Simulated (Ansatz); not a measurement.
BH$_{6}$NO$_{2}$Si, relaxed with RKS PBE0-D4/def2-TZVP in Ansatz from a PBE-D4/def2-SVP geometry. The force threshold is 0.005 eV/Å; the program also tests the step.

Total charge 0; spin multiplicity 1. The bonds changed during the relaxation, so this is another structure than the one it started from.

Start:

```xyz
11

B    -0.200    1.311    0.637
Si   -0.011   -0.624    0.453
N    -0.181    0.717   -0.906
O    -1.263   -1.711    0.233
O     1.412   -1.476    0.146
H    -1.283    1.758    0.968
H     0.809    1.939    0.911
H    -1.065    0.802   -1.422
H     0.607    0.998   -1.500
H    -0.986   -2.534   -0.211
H     2.161   -1.179    0.692
```

(1) How much energy does the relaxation release, and in how many steps? (Estimate.)

(2) Which bonds change most? (Best estimate.)

(3) Give the relaxed structure. (Estimate.)

Results:

(1) Ansatz gave: 9.52 kJ/mol, in 8 steps, 1 of them rejected.

(2) Ansatz gave: Si2–N3 from 1.917 to 1.850 Å; Si2–O5 from 1.687 to 1.648 Å; Si2–O4 from 1.673 to 1.635 Å; B1–Si2 from 1.953 to 1.927 Å.

(3) The calculation gave: 
```xyz
11

B    -0.200    1.287    0.667
Si   -0.019   -0.614    0.405
N    -0.175    0.690   -0.899
O    -1.235   -1.690    0.215
O     1.384   -1.443    0.164
H    -1.261    1.761    0.955
H     0.799    1.905    0.910
H    -1.043    0.787   -1.407
H     0.608    0.971   -1.472
H    -1.002   -2.528   -0.193
H     2.144   -1.127    0.656
```
